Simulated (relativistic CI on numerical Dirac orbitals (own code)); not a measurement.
Crystal-field levels of V2+, 3d3

Calculated by Dirac-Coulomb-Breit CI, orbitals from a KLI potential per configuration, model QED (radiative potential, 1s self-energy scaled to tabulated hydrogen-like ionisation energies), valence Slater integrals scaled by 0.85, one configuration in a parametric crystal field (own radial code).

Field parameters in Wybourne normalisation: Oh B⁴₀ = 21Dq, B⁴₄ = √(5/14) B⁴₀. The field is a parameter set, without covalency.

S is read from ⟨S²⟩ = S(S + 1).

Levels (cm⁻¹, degeneracy): 0 (4), 14971 (4), 15727 (4), 15782 (2), 18790 (2), 18825 (4), 18896 (2), 18898 (4), 22652 (4), 22740 (2), 26842 (4), 26843 (2).

(1) Which field gives this pattern?
A. Oh, 10Dq = 13650 cm⁻¹
B. Oh, 10Dq = 5850 cm⁻¹
C. Oh, 10Dq = 18850 cm⁻¹
D. Oh, 10Dq = 31850 cm⁻¹

## Answers

(1) C. Oh, 10Dq = 18850 cm⁻¹, ground level with S = 1.50.
